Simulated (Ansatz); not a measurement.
`CO[Si](Cl)(Cl)Cl` and `Cl[Si](Cl)(Cl)Cl` differ in one atom or group.

Ansatz, PBE0-D4/def2-TZVP geometries, multiplicity 1. Each molecule was computed in one conformer, which needn't be the lowest.

```json
{"property": "LUMO energy (B3LYP/def2-TZVPP) / eV", "`CO[Si](Cl)(Cl)Cl`": "-0.14"}
{"property": "size of the dipole moment (ωB97M-V/def2-TZVPP) / D", "`CO[Si](Cl)(Cl)Cl`": "1.90"}
{"property": "HOMO–LUMO gap (PBE/def2-TZVPP) / eV", "`CO[Si](Cl)(Cl)Cl`": "6.57"}
{"property": "LUMO energy (PBE0/def2-TZVPP) / eV", "`CO[Si](Cl)(Cl)Cl`": "0.12"}
{"property": "HOMO–LUMO gap (ωB97M-V/def2-TZVPP) / eV", "`CO[Si](Cl)(Cl)Cl`": "13.58"}
{"property": "size of the dipole moment (PBE/def2-TZVPP) / D", "`CO[Si](Cl)(Cl)Cl`": "1.83"}
```

**Question.** Give the same properties after the change, and the shifts. (An estimate is asked.)

**Answer.** Ansatz gave: 
```tsv
property	`Cl[Si](Cl)(Cl)Cl`	shift
LUMO energy (B3LYP/def2-TZVPP) / eV	-0.83	-0.69
size of the dipole moment (ωB97M-V/def2-TZVPP) / D	0.00	-1.90
HOMO–LUMO gap (PBE/def2-TZVPP) / eV	6.52	-0.05
LUMO energy (PBE0/def2-TZVPP) / eV	-0.56	-0.68
HOMO–LUMO gap (ωB97M-V/def2-TZVPP) / eV	13.31	-0.27
size of the dipole moment (PBE/def2-TZVPP) / D	0.00	-1.83
```

With PBE0 the HOMO falls by 0.47 eV and the LUMO falls by 0.68 eV, so the gap narrows by about 0.21 eV. PBE moves the HOMO by -0.61 eV and ωB97M-V by -0.36 eV. The zero-point energy changes by -108.2 kJ/mol with -12 modes.

B3LYP here is the variant with VWN-RPA as its local correlation; programs differ in this.
